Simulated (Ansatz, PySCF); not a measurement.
Gas-phase reaction (SMILES): Cl[Si](Cl)(Br)Br → Cl atom + Cl[Si](Br)Br; the Cl-Si bond at the site shown breaks (other sites are not compared here).

Structures are relaxed separately at B3LYP-D3(BJ)/def2-TZVP in Ansatz (a first-principles code). Valence correlation only, unless marked. UHF or UKS for open shells. Spin-orbit coupling is left out. The frozen core is the preceding noble-gas configuration, with the filled d and f shells of earlier blocks. No relativistic terms. Basis-set limits of correlation are two-point, X^-3; Hartree-Fock from the larger set. Thermal terms are rigid-rotor harmonic-oscillator values from B3LYP-D3(BJ) frequencies (Ansatz or PySCF) at 298.15 K and 1 atm. 1 Eh = 627.5095 kcal/mol. Atoms have translation alone.

```csv
species,"E, CCSD(T)/CBS(def2-TZVPP,def2-QZVPP) (Ansatz) (Eh)","E, PBE0-D4/def2-TZVPD (Ansatz + dftd4) (Eh)",H - E (Eh)
Cl[Si](Cl)(Br)Br,-6354.19602,-6357.44301,0.01416
Cl atom,-459.70849,-459.99797,0.00236
Cl[Si](Br)Br,-5894.31289,-5897.27693,0.01060
```

**Question.** Work out ΔE and ΔH at 298.15 K at the first level, then ΔH at the second.

**Answer.** 
1. ΔE = [(-459.70849) + (-5894.31289)] - [(-6354.19602)] = 0.17464 Eh = 109.6 kcal/mol at CCSD(T)/CBS(def2-TZVPP,def2-QZVPP).
2. The terms H - E add up to -0.00120 Eh, so ΔH = (0.17464 + (-0.00120))×627.5095 = 108.8 kcal/mol.
3. At PBE0-D4/def2-TZVPD the same steps give ΔE = 105.5 and ΔH = 104.7 kcal/mol, a shift of -4.1 from the first level.
4. These values are not checked against measurement here, since the tables used lack a sound gas-phase enthalpy of formation for at least one species.
